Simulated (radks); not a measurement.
The numbers below are computed, except where a source is named.
The sulfur ion S+ inside a hard spherical wall (all orbitals vanish at R), configuration held at [Ne] 3s2 3p3 and not refilled when levels cross. Level of theory: scalar-relativistic Kohn-Sham, LDA (Slater exchange, VWN5 correlation), spin-polarised, spherical densities, finite nucleus; open shells are filled with parallel spins first; Fermi nuclear charge, rms radius 3.2611 fm (a radial shooting solver on a logarithmic mesh with Libxc functionals). Eigenvalues in eV for spin up, with the zero of energy where the potential of the charges vanishes at infinity; a dash marks a level that is unbound or too diffuse for the functional's potential to be trusted. A positive occupied level is held by the wall or, in an anion where self-interaction has pushed it up, behind a barrier. The pressure on the wall is -dE/dV.

| R (bohr) | E (hartree) | kinetic (hartree) | e(2s) | e(2p) | e(3s) | e(3p) | e(4s, empty) | e(3d, empty) | pressure (GPa) |
|---|---|---|---|---|---|---|---|---|---|
| free | -397.47809 | 398.696 | -222.42 | -168.23 | -28.710 | -17.880 | -5.432 | -4.603 | 0 |
| 20 | -397.47809 | 398.696 | -222.42 | -168.23 | -28.710 | -17.880 | -5.432 | -4.603 | < 0.0001 |
| 8 | -397.47806 | 398.697 | -222.41 | -168.22 | -28.708 | -17.878 | -5.038 | -4.504 | 0.00219 |
| 7 | -397.47786 | 398.699 | -222.40 | -168.21 | -28.698 | -17.867 | -4.484 | -4.364 | 0.0226 |
| 3 | -396.80740 | 401.998 | -212.29 | -157.97 | -21.048 | -8.670 | 43.205 | 9.524 | 346 |
| 2.5 | -395.64776 | 406.198 | -203.10 | -148.61 | -11.533 | 2.292 | 85.552 | 21.757 | 1400 |
| 2 | -392.22538 | 416.455 | -186.32 | -131.37 | 13.245 | 29.144 | 178.14 | 47.377 | 6740 |
| 1.5 | -380.57042 | 445.901 | -153.63 | -97.071 | 91.430 | 106.97 | 415.32 | 108.99 | 44500 |
